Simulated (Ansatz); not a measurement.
One change: `F[SiH](F)[AlH2]` becomes `F[SiH]([AlH2])[GeH3]`.

Ansatz, PBE0-D4/def2-TZVP geometries, multiplicity 1. 

Scalar relativity is left out up to krypton.

```tsv
property	`F[SiH](F)[AlH2]`
size of the dipole moment (ωB97M-V/def2-TZVPP) / D	1.85
HOMO–LUMO gap (B3LYP/def2-TZVPP) / eV	4.94
HOMO energy (B3LYP/def2-TZVPP) / eV	-7.66
LUMO energy (PBE/def2-TZVPP) / eV	-3.29
ideal-gas entropy at 298 K and 1 bar (rigid rotor, harmonic PBE0-D4/def2-TZVP) / J/(mol·K)	343
LUMO energy (ωB97M-V/def2-TZVPP) / eV	-0.85
```

(1) What does the change do to each property? (Best estimate.)

Answers

(1) Ansatz gave: 
```
                                                                                  property  `F[SiH]([AlH2])[GeH3]`  shift
                                        size of the dipole moment (ωB97M-V/def2-TZVPP) / D                    1.17  -0.68
                                                     HOMO–LUMO gap (B3LYP/def2-TZVPP) / eV                    4.66  -0.28
                                                       HOMO energy (B3LYP/def2-TZVPP) / eV                   -7.18   0.48
                                                         LUMO energy (PBE/def2-TZVPP) / eV                   -3.06   0.23
ideal-gas entropy at 298 K and 1 bar (rigid rotor, harmonic PBE0-D4/def2-TZVP) / J/(mol·K)                     391     48
                                                     LUMO energy (ωB97M-V/def2-TZVPP) / eV                   -0.70   0.15
```

With PBE0 the HOMO rises by 0.48 eV and the LUMO rises by 0.19 eV, so the gap narrows by about 0.29 eV. PBE moves the HOMO by 0.34 eV and ωB97M-V by 0.56 eV. The zero-point energy changes by 53.4 kJ/mol with +9 modes. Dipoles are sizes alone; their direction can turn. Modes under 60 cm⁻¹, often nearly free rotors, make the harmonic entropy too high.

B3LYP here is the variant with VWN-RPA as its local correlation; programs differ in this.
